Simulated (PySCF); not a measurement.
# Spin-orbit coupling and the third ionisation energy along the 5d series

Two-component X2C-1e calculated with PySCF 2.14: MP2 on generalised Hartree-Fock spinors (GMP2), with spin-orbit coupling off and on (screened by Boettger's factors); no Breit or QED terms. Values in eV; the references (NIST) lie between the lowest levels. Elements whose determinants are no pure J levels are left out.

| element | configurations | spin-free | with spin-orbit | shift | reference |
| --- | --- | --- | --- | --- | --- |
| Hf (x2c-TZVPPall-2c, [Kr] 4d10 4f14 frozen) | [Xe] 4f14 5d2 → [Xe] 4f14 5d1 | 21.881 | 22.013 | 0.132 | 22.55 ± 0.04 (t) |
| Ir (x2c-TZVPPall-2c, [Kr] 4d10 4f14 frozen) | [Xe] 4f14 5d7 → [Xe] 4f14 5d6 | 28.871 | 28.983 | 0.112 | 28 ± 1.6 (t) |
| Au (x2c-TZVPPall-2c, [Kr] 4d10 4f14 frozen) | [Xe] 4f14 5d9 → [Xe] 4f14 5d8 | 32.624 | 32.065 | -0.559 | 30 ± 1.6 (t) |
| Hg (x2c-TZVPPall-2c, [Kr] 4d10 4f14 frozen) | [Xe] 4f14 5d10 → [Xe] 4f14 5d9 | 35.225 | 34.415 | -0.810 | 34.49 ± 0.05 |

Problem. Estimate the missing row, Pt (x2c-TZVPPall-2c, [Kr] 4d10 4f14 frozen).

Solution. The calculation gives spin-free 30.742; with spin-orbit 30.375; shift -0.367. The reference value is 29 ± 1.6 (t).

The largest shift is at Hg, -0.810 eV, where spin-orbit coupling lowers the species with fewer electrons by more than the one with more (starting occupations closed and 5d3/2^4 5d5/2^5).

What remains against the references is mostly the basis and correlation beyond MP2. References marked (s) are semi-empirical, (t) theoretical.
